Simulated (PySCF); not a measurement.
## Correlation energy of Br(3+) (bromine, charge +3)

[Ar] 3d10 4s2 4p2, high-spin 3P determinant. Calculation: PySCF 2.14, in aug-cc-pVDZ-DK (6s5p3d, 36 functions); scalar relativity by spin-free X2C-1e. Frozen: [Ar] 3d10; 4 electrons correlated.

MP2 pair energies summed by pair of shells (mhartree):

```json
{"pair": "4s-4p", "energy": "-27.23", "share (%)": "61.2"}
{"pair": "4s-4s", "energy": "-12.94", "share (%)": "29.1"}
{"pair": "4p-4p", "energy": "-4.33", "share (%)": "9.7"}
```

Total MP2 correlation energy: -44.51 mhartree.

Same-spin part -6.78 and opposite-spin part -37.72 mhartree; SCS-MP2 scales them by 1/3 and 6/5 to -47.53 mhartree.

```tsv
level	correlation energy (mhartree)
CCSD	-60.70
(T)	-0.51
CCSD(T)	-61.21
```

Diagnostics: T1 = 0.0051, D1 = 0.0141, largest double amplitude 0.093.

Cost of the coupled-cluster step: 0.26 s of wall time on 1 thread of Neoverse-N1 (shared host), for 4 correlated electrons.

Iterations:

```
CC2 = 0
CCSD nocc = (np.int64(3), np.int64(1)), nmo = (22, 22)
frozen orbitals [[0, 1, 2, 3, 4, 5, 6, 7, 8, 9, 10, 11, 12, 13], [0, 1, 2, 3, 4, 5, 6, 7, 8, 9, 10, 11, 12, 13]]
max_cycle = 100
direct = 0
conv_tol = 1e-08
conv_tol_normt = 1e-06
diis_space = 8
diis_start_cycle = 0
Init t2, MP2 energy = -0.0445054705066388
Init E_corr(UCCSD) = -0.0445054705075231
cycle = 1  E_corr(UCCSD) = -0.055936684126591  dE = -0.0114312136  norm(t1,t2) = 0.0389394
cycle = 2  E_corr(UCCSD) = -0.0591069940315653  dE = -0.0031703099  norm(t1,t2) = 0.0135128
cycle = 3  E_corr(UCCSD) = -0.0607159539702076  dE = -0.00160895994  norm(t1,t2) = 0.00545991
cycle = 4  E_corr(UCCSD) = -0.0606962368437839  dE = 1.97171264e-05  norm(t1,t2) = 0.000741139
cycle = 5  E_corr(UCCSD) = -0.0607022372249324  dE = -6.00038115e-06  norm(t1,t2) = 8.47918e-05
cycle = 6  E_corr(UCCSD) = -0.0607006304172741  dE = 1.60680766e-06  norm(t1,t2) = 9.88283e-06
cycle = 7  E_corr(UCCSD) = -0.0607011643007844  dE = -5.3388351e-07  norm(t1,t2) = 1.46886e-06
cycle = 8  E_corr(UCCSD) = -0.0607010269608909  dE = 1.37339893e-07  norm(t1,t2) = 3.75381e-07
cycle = 9  E_corr(UCCSD) = -0.0607010313970355  dE = -4.43614462e-09  norm(t1,t2) = 4.7586e-08
UCCSD converged
E(UCCSD) = -2601.950177830669  E_corr = -0.06070103139703547
UCCSD(T) correction = -0.000505097034352913
```
